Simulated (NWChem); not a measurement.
# Spin states of As (-1)

SMILES: [As-]
```xyz
1

As     0.0000     0.0000     0.0000
```
Charge -1, spin multiplicity 3.

Program: NWChem.

Basis set: def2-TZVPD. The gap is E(triplet) − E(singlet), so a negative value puts the higher spin lower. Open shells are unrestricted, and the singlet is the closed-shell solution. The triplet is the single determinant that the SCF runs reached, with unpaired electrons in orbitals of symmetry b2u and b3u (D2h labels); it need not be the lowest triplet, which in molecules with degenerate π orbitals can need several determinants. Where the lowest singlet needs several determinants, the single determinant used here isn't a pure state and places it wrongly.

The Hamiltonian is non-relativistic. The correlated methods keep 9 core orbitals frozen. B3LYP has NWChem's definition, with VWN1-RPA local correlation. The stability of the SCF solutions was not checked. Open-shell Hartree-Fock references start from PBE0 orbitals.

Question: For the vertical singlet-triplet gap, B2PLYP gives -28.5 kcal/mol and MP2 gives -31.9 kcal/mol. What do HF, B3LYP, LC-wPBE (omega 0.3 per bohr) give?

Answer: HF: -40.8 kcal/mol; B3LYP: -27.6 kcal/mol; LC-wPBE (omega 0.3 per bohr): -31.3 kcal/mol.
